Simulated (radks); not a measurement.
Values are calculated unless marked as measured or tabulated.
Task: The table gives one normalised radial function P(r) = r R(r) of Sc18+ in [He] 2s1 (r in bohr). Level of theory: scalar-relativistic Kohn-Sham, PBE, spin-polarised, spherical densities, finite nucleus; open shells are filled with parallel spins first; Fermi nuclear charge, rms radius 3.5459 fm (a radial shooting solver on a logarithmic mesh with Libxc functionals).

r	P
0.002888	0.5334
0.0035	0.6366
0.00424	0.7577
0.005138	0.8989
0.006225	1.0621
0.007543	1.2490
0.00914	1.4601
0.01107	1.6949
0.01342	1.9508
0.01626	2.2221
0.0197	2.4997
0.02387	2.7697
0.02892	3.0132
0.03505	3.2064
0.04246	3.3222
0.05186	3.3309
0.06284	3.2086
0.07614	2.9480
0.09226	2.5583
0.1118	2.0724
0.1355	1.5446
0.1641	1.0410
0.1989	0.6217
0.241	0.3208
0.292	0.1385
0.3538	0.0481
0.4286	0.0129
0.5194	0.0025
0.6293	0.0003
0.7625	0.0000
0.9239	0.0000

Which n and l does it have? It may be an empty orbital.

Result: n = 1, l = 0: the number of nodes gives n - l - 1 = 0, the rise at small r (about r^(l+1)) gives l, and the extent must fit the shell. The curve is that of 1s up; the table hardly tells the two spins apart. 1s up: eigenvalue -5440.6 eV, 0 radial nodes, <r> = 0.0724 bohr, 90 % of the charge inside 0.129 bohr.
